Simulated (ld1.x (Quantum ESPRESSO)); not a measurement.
## Ranking TM semilocal potentials for B (Z = 5)

All share these settings but for the change named:

ld1.x (Quantum ESPRESSO) 7.5 input, shortened:

```
&input
   title='B', zed=5., rel=1, dft='PZ', iswitch=3,
   config='[He] 2s1.75 2p1.25 3d-2'
 /
 &inputp
   pseudotype=1, tm=.true., lloc=1,
   nlcc=.true., new_core_ps=.true., rcore=1.10
 /
3
2S  1  0   1.75   0.00  1.10  1.10  0.0
3D  3  2  -2.00   0.25  2.65  2.65  0.0
2P  2  1   1.25   0.00  2.90  2.90  0.0
 &test
   configts(1)='2s1.75 2p1.25'
 /
```

Cutoff: the first of the cutoffs (Ry, on a coarse ladder) from which the occupation-weighted sum of valence levels, in a spherical-Bessel basis at the reference potential, stays within 10 and 1 mRy of its value at 400 Ry; the density cutoff is not measured.

The base gives 21 Ry.

Of 8 variants that were run, those that failed, showed a ghost or another fault, or gave nearly equal values are left out.

A variant can come out equal or close to the base.

(1) Rank these variants from softest to hardest (loose cutoff).
A. all radii but the core radius scaled by about 0.74 (s 0.82, p 2.14, d 1.96 bohr)
B. all radii but the core radius scaled by about 0.82 (s 0.90, p 2.38, d 2.18 bohr)
C. all radii but the core radius scaled by about 1.33 (s 1.46, p 3.84, d 3.52 bohr)
D. all radii but the core radius scaled by about 0.92 (s 1.02, p 2.68, d 2.44 bohr)
E. all radii but the core radius scaled by about 1.17 (s 1.28, p 3.38, d 3.10 bohr)

Answers

(1) C (18 Ry), E (21 Ry), D (50 Ry), B (90 Ry), A (120 Ry).
